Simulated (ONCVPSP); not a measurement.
## u(r) = r·R(r): atom against pseudo-atom (C)

Columns: radius, all-electron u(r) and pseudo u(r) of the 2p shell (level -17.00 eV) of carbon in the configuration [He] 2s2 2p1; PBE, scalar-relativistic, ONCV scheme, ONCVPSP 4.0.1.

```csv
r (bohr),all-electron,pseudo
0.100,0.0551,0.0229
0.200,0.1686,0.0885
0.300,0.2958,0.1879
0.400,0.4159,0.3084
0.500,0.5201,0.4354
0.600,0.6052,0.5554
0.700,0.6723,0.6577
0.800,0.7226,0.7358
0.900,0.7566,0.7874
1.000,0.7759,0.8140
1.100,0.7827,0.8197
1.200,0.7788,0.8096
1.300,0.7664,0.7888
1.400,0.7471,0.7615
1.500,0.7227,0.7307
1.600,0.6944,0.6982
1.700,0.6634,0.6648
1.800,0.6308,0.6311
1.900,0.5971,0.5972
2.000,0.5632,0.5632
2.100,0.5296,0.5296
2.200,0.4965,0.4965
2.300,0.4644,0.4644
2.400,0.4334,0.4334
2.500,0.4037,0.4037
2.600,0.3754,0.3754
```

(1) How many radial nodes do the two functions have?

(2) At about which radius was the pseudo-wave matched?

(3) Where does each function peak?

(4) Is the pseudo-wave norm-conserving?

## Answers

(1) The all-electron 2p function has n − l − 1 = 0; the pseudo-wave has 0.

(2) 2.00 bohr. The columns agree to 0.0005 from 1.80 bohr on; several derivatives are matched, so the curves merge somewhat inside the radius.

(3) Outermost all-electron maximum near 1.10 bohr, pseudo maximum near 1.10 bohr (to the table’s step).

(4) Yes: the ONCV scheme keeps the norm inside the radius equal to the all-electron one, which fixes the energy derivative of the logarithmic derivative at the level.
